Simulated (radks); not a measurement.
Task: These are the eigenvalues of the occupied orbitals of an atom or ion with whole-number occupations (eV). All-electron calculation, scalar-relativistic Kohn-Sham, PBEsol, spin-polarised, spherical densities, finite nucleus; Fermi nuclear charge, rms radius of each element as measured or else 0.836 A^(1/3) + 0.57 fm. Program: a radial shooting solver on a logarithmic mesh with Libxc functionals.

1s up: -67328.45
1s down: -67328.44
2s up: -11574.59
2s down: -11574.47
2p up: -10147.90
2p down: -10147.81
3s up: -2656.685
3s down: -2656.654
3p up: -2232.168
3p down: -2232.132
3d up: -1735.854
3d down: -1735.783
4s up: -546.8699
4s down: -546.7780
4p up: -407.5434
4p down: -407.4540
4d up: -229.0367
4d down: -228.9239
5s up: -80.4996
5s down: -79.3621
5p up: -47.1503
5p down: -45.5373
4f up: -31.8206
4f down: -31.5290
6s up: -12.4341
5d up: -11.3793

Which element is it, and in what charge state? The configuration may be excited. Open shells, if any, are filled with parallel spins first.

Result: Z = 73, tantalum, charge +1: Ta+ in [Xe] 4f14 5d3 6s1. The list shows which subshells hold electrons but not how many an open one holds; the 1s level, -2474.3 hartree, gives Z - s = 70.3 by -(Z - s)^2/2, which with screening and relativity narrows Z to a few neighbours, and the depths of the outer levels then fix element, charge and occupations together.
